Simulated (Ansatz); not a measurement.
CH4O2Sn, one more setting.

```yaml
crystal:
  periodic: [false, false, false]
  atoms:
    - {symbol: O, position_ang: [-1.596472, 0.280609, -0.459976]}
    - {symbol: Sn, position_ang: [-0.842057, 1.221401, 1.162990]}
    - {symbol: C, position_ang: [0.949684, -1.194674, 0.064438]}
    - {symbol: O, position_ang: [1.078697, -0.268650, 0.830937]}
    - {symbol: H, position_ang: [-1.384292, 0.741278, -1.275073]}
    - {symbol: H, position_ang: [0.097297, 2.398672, 0.191314]}
    - {symbol: H, position_ang: [0.017137, -1.319753, -0.508628]}
    - {symbol: H, position_ang: [1.772207, -1.915884, -0.061602]}
basis:
  gaussian: {orbitals: def2-TZVP, final_grid: {core_spheres: 20, valence_spheres: 16, degree: 47}}
magnetization: {spin_polarized: true, initial_magnetization: 2}
hamiltonian: {xc: {name: B97M-V}}
output: {forces: true}
```

```sh
$ ansatz run in.yaml --threads 2 --pin off --events-out ev --progress --plain --max-ram 4352MiB
```

Shortened log:

```
Functional definition: B97M-V
1046 factors; their error is unknown
mean field evaluation 1: about -11008.7363 eV, gradient 6.1e1 eV
mean field evaluation 2: about -10774.8864 eV, gradient 1.9e2 eV
mean field evaluation 4: about -11009.4302 eV, gradient 4.7e1 eV
mean field evaluation 8: about -11022.1321 eV, gradient 2.0e1 eV
mean field evaluation 16: about -11025.2472 eV, gradient 4.3e-3 eV
mean field evaluation 64: about -11025.1134 eV, gradient 6.4e-6 eV
mean field -11025.24719765 eV, -405.1703613326 hartree, gradient 2.1e-5 eV, S^2 2.006208; 6 other end points of the search recorded, 0 dependent functions left out
reference -11025.24727103 eV, -405.1703640293 hartree; 25, 23 occupied and 142, 144 virtual orbitals, 1046 factors
Total energy: -11025.24727103 eV, -405.1703640293 hartree
Atom 0 at    -1.596472     0.280609    -0.459976 Å, force    -0.087557    -0.401243     0.579061 eV/Å
Atom 1 at    -0.842057     1.221401     1.162990 Å, force    -0.001290     0.075110    -1.132110 eV/Å
Atom 2 at     0.949684    -1.194674     0.064438 Å, force    -0.233675    -2.061776    -1.900653 eV/Å
Atom 3 at     1.078697    -0.268650     0.830937 Å, force     0.161049     2.208232     1.486850 eV/Å
Atom 4 at    -1.384292     0.741278    -1.275073 Å, force    -0.087996     0.249928     0.152167 eV/Å
Atom 5 at     0.097297     2.398672     0.191314 Å, force     0.124171     0.131353     0.587089 eV/Å
Atom 6 at     0.017137    -1.319753    -0.508628 Å, force     0.442886    -0.088603    -0.005858 eV/Å
Atom 7 at     1.772207    -1.915884    -0.061602 Å, force    -0.317589    -0.113001     0.233454 eV/Å
Dipole moment:     0.104525     0.004517    -0.003374 e Å
```

It took 52 s on 2 threads of an Arm Neoverse V1 on a shared host, with 0.5 GiB of host memory at the peak.
